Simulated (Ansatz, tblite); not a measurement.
Cost and result up the ladder for the cluster Ta4⁺ (the lowest doublet isomer of a short search) (4 atoms). Total charge 1; doublet. Geometry: r2SCAN-D4/def2-SVP.

| atom | x (Å) | y (Å) | z (Å) |
| --- | --- | --- | --- |
| Ta1 | 1.244 | 0.721 | 0.585 |
| Ta2 | 0.157 | -1.554 | 0.288 |
| Ta3 | -1.292 | 0.643 | 0.664 |
| Ta4 | -0.108 | 0.191 | -1.537 |

Ansatz on 4 threads of Arm Neoverse V2 on a shared host; xTB runs through tblite on one thread. Times are rough, summed over both states, and most runs start from the orbitals of an earlier one. RPA@PBE/def2-TZVP serves as the yardstick here, not as an exact answer. The other state is a quartet at its own geometry.

In the def2 sets Ta takes a core potential; there is no spin–orbit coupling. The xTB rows come from tblite. HSE06 is defined as in plane-wave codes, on full-range PBE exchange. Correlated methods freeze no core orbitals; core or outer-core shells of Ta are correlated, in sets that lack core-valence functions. The structure comes from a short search, and lower isomers may exist.

Run but left out: GFN2-xTB (tight binding far off the other levels); HF/def2-SVP, HF/def2-TZVP, MP2/def2-SVP, MP2/def2-TZVP, CCSD/def2-SVP, CCSD(T)/def2-SVP (doublet: ⟨S²⟩ 4.51 to 5.10, where a pure state has 0.75).

Correlated methods converge slowly with the basis.

xTB has no spin-polarisation term.

| level | functions | wall time | quartet − doublet (eV) | difference from RPA@PBE/def2-TZVP (eV) | remarks |
| --- | --- | --- | --- | --- | --- |
| GFN1-xTB | 36 | 0.008 s | 1.88 | 1.12 | – |
| RPA@PBE/def2-TZVP | 160 | 21 s | 0.77 | 0.00 | – |
| PBE-D4/def2-TZVP | 160 | 22 s | 0.67 | -0.09 | – |
| revPBE-D4/def2-TZVP | 160 | 22 s | 0.61 | -0.15 | – |
| BLYP-D4/def2-TZVP | 160 | 23 s | 0.72 | -0.04 | – |
| PBE0-D4/def2-TZVP (with forces) | 160 | 25 s | 0.49 | -0.27 | – |
| HSE06-D4/def2-TZVP | 160 | 28 s | 0.50 | -0.27 | – |
| r2SCAN-D4/def2-TZVP | 160 | 59 s | 0.42 | -0.34 | – |
| r2SCANh-D4/def2-TZVP | 160 | 87 s | 0.38 | -0.39 | spin-contaminated (⟨S²⟩ 0.85) (doublet) |
